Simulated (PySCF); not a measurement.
# Krypton: a sound run and one with changed settings

Sound run: Kr²⁺ [Ar] 3d10 4s2 4p4, Kr³⁺ [Ar] 3d10 4s2 4p3. Computed with PySCF 2.14 in x2c-TZVPall (6s5p4d1f, 48 functions), with the spin-free X2C one-electron Hamiltonian (Gaussian nucleus). The sound run starts from symmetry-adapted Hartree-Fock orbitals and uses a fine grid where one is needed.

Changed run: 26 angular points. This setting is unsound on purpose.

```tsv
species	method	sound run (hartree)	changed run (hartree)	converged
Kr²⁺	UHF	-2786.84492	-2786.84492	yes
Kr²⁺	TPSS	-2788.51248	-2788.51265	yes
Kr²⁺	PBE0	-2788.31123	-2788.31120	yes
Kr³⁺	UHF	-2785.58269	-2785.58269	yes
Kr³⁺	TPSS	-2787.20501	-2787.20501	yes
Kr³⁺	PBE0	-2787.00457	-2787.00457	yes
```

Ionisation energy of Kr²⁺:

```json
{"method": "UHF", "sound run (eV)": "34.347", "changed run (eV)": "34.347"}
{"method": "TPSS", "sound run (eV)": "35.578", "changed run (eV)": "35.583"}
{"method": "PBE0", "sound run (eV)": "35.556", "changed run (eV)": "35.555"}
```

A coarse angular grid integrates products of high-l functions wrongly, so density functionals can shift, and the SCF can exploit the error; Hartree-Fock and MP2 need no grid.

For comparison, NIST gives 35.838 ± 0.02 eV between the lowest levels.
